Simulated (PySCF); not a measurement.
**Deuteron quadrupole couplings in `[SiH3]CC[SiH2]P([SiH3])[SiH3]`**

Species: C2H15PSi4.
Z-matrix (Å and degrees, GFN2-xTB geometry), rows numbered from 1:
```
Si
C   1  1.8992
C   2  1.5274  1  112.76
Si  3  1.9042  2  112.02  1  -172.03
P   4  2.2308  3  107.46  2    46.88
Si  5  2.2238  4  102.37  3    58.32
Si  5  2.2213  4  101.13  3   163.24
H   1  1.4631  2  109.97  3  -178.74
H   1  1.4656  2  109.07  3    60.74
H   1  1.4655  2  109.33  3   -58.31
H   2  1.0920  1  110.31  3   122.30
H   2  1.0944  1  109.55  3  -121.35
H   3  1.0927  2  109.56  1   -50.59
H   3  1.0908  2  109.66  1    65.91
H   4  1.4705  3  110.10  2   170.58
H   4  1.4662  3  111.53  2   -68.84
H   6  1.4664  5  113.03  4    49.70
H   6  1.4625  5  107.61  4   -71.06
H   6  1.4615  5  106.89  4   170.20
H   7  1.4610  5  106.88  4  -171.04
H   7  1.4605  5  106.95  4    69.75
H   7  1.4658  5  112.88  4   -50.82
```

Level: PBE0/pcSseg-1 (PySCF, non-relativistic); Q(2H) = 0.00286 b; rigid geometry, the same for H and D, with no vibrational averaging.

Task: Rank these positions by the coupling χzz of a deuteron there, largest first.
A. H19 (Si–H hydrogen)
B. H15 (Si–H hydrogen)
C. H12 (methylene hydrogen)
D. H14 (methylene hydrogen)

Result: D (210 kHz), C (202 kHz), A (111 kHz), B (106 kHz).

Task: Tabulate Vzz, the asymmetry η and χzz = 234.96 MHz × Q × Vzz for every hydrogen position.

Result: 
```csv
atom,bonded to,bond length (Å),Vzz (au),η,χzz (kHz)
H8,Si1,1.463,0.1635,0.01,110
H9,Si1,1.466,0.1618,0.01,109
H10,Si1,1.465,0.1620,0.01,109
H11,C2,1.092,0.3097,0.03,208
H12,C2,1.094,0.3009,0.05,202
H13,C3,1.093,0.3072,0.02,206
H14,C3,1.091,0.3124,0.02,210
H15,Si4,1.471,0.1582,0.01,106
H16,Si4,1.466,0.1616,0.02,109
H17,Si6,1.466,0.1608,0.00,108
H18,Si6,1.462,0.1638,0.02,110
H19,Si6,1.462,0.1645,0.01,111
H20,Si7,1.461,0.1649,0.01,111
H21,Si7,1.460,0.1653,0.01,111
H22,Si7,1.466,0.1609,0.01,108
```

Task: Average by the element that carries the hydrogen.

Result: on Si: 109 kHz over 11 positions, mean bond length 1.464 Å; on C: 207 kHz over 4 positions, mean bond length 1.092 Å.

Task: How does χzz go with the bond length over the 11 Si–H bonds?

Result: A straight-line fit has a slope of -4.8 kHz for each 0.01 Å, with a correlation coefficient of -0.99, over lengths from 1.460 to 1.471 Å. The longer bonds have the smaller couplings here.

Isolated species at its GFN2-xTB geometry (one conformer only). GFN2-xTB bond lengths can be off by several hundredths of an ångström, more for odd bonds, and the gradients follow them. With a basis this small, the couplings can be 20 % off.
